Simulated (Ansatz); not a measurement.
`C[SiH](C)[AlH][NH2]` → `C[SiH](N)[CH2][AlH2]`  (isomerisation)

Computed with Ansatz on PBE0-D4/def2-TZVP structures; ΔE is electronic, products minus reactants. CCSD(T)/CBS adds triple-zeta CCSD(T) − MP2 to the extrapolated MP2 energy (def2 sets, frozen cores). Functionals use def2-TZVPP. B3LYP here is the variant with VWN-RPA as its local correlation; programs differ in this. One conformer a species, not always the lowest.

```csv
level,ΔE (kcal/mol),difference from CCSD(T)/CBS
PBE-D4,10.9,3.3
r2SCAN-D4,8.5,0.9
B3LYP-D4,8.3,0.7
B2PLYP,8.5,0.9
PBE,11.8,4.2
PBE0,10.1,2.5
B3LYP,9.8,2.2
HF/def2-TZVPP,6.5,-1.1
HF/def2-QZVPP,6.3,-1.3
MP2/CBS(def2),6.0,-1.6
CCSD(T)/CBS,7.6,0
```

Largest T1 diagnostic among the species: 0.011.

The D4 term adds −1.5 kcal/mol with B3LYP and −0.8 kcal/mol with PBE0; it sums over pairs of atoms, weighted by their polarisabilities, and B3LYP, whose exchange is more repulsive, gets the larger term. From PBE to PBE0 (25 % exact exchange), in def2-TZVPP and without D4, ΔE moves by −1.7 kcal/mol.
